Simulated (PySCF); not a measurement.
YF2, SMILES [F][Y+][F], charge +1.

Coordinates come from a B3LYP-D3(BJ)/def2-TZVP optimisation. The multiplicity is an assumed one; other spin states were not compared. The isomer is the one that the SMILES or the coordinates give; other isomers of the formula were not compared. The def2 effective core potentials stand for the cores of Y; spin–orbit coupling is left out.

Computed with PySCF with B3LYP/def2-TZVPD.

Symmetry labels are those of the subgroup C2v that the program uses (full group C2v).

Computed valence orbital energies around the gap with their symmetry:
```
orbital  symmetry  energy (eV)
-------  --------  -----------
HOMO−7         A1       -34.76
HOMO−6         B2       -33.92
HOMO−5         A1       -17.07
HOMO−4         B2       -16.94
HOMO−3         A2       -16.66
HOMO−2         B1       -16.44
HOMO−1         A1       -16.42
HOMO           B2       -16.05
LUMO           A1        -8.58
LUMO+1         B1        -7.73
LUMO+2         A1        -7.59
LUMO+3         A2        -6.74
```
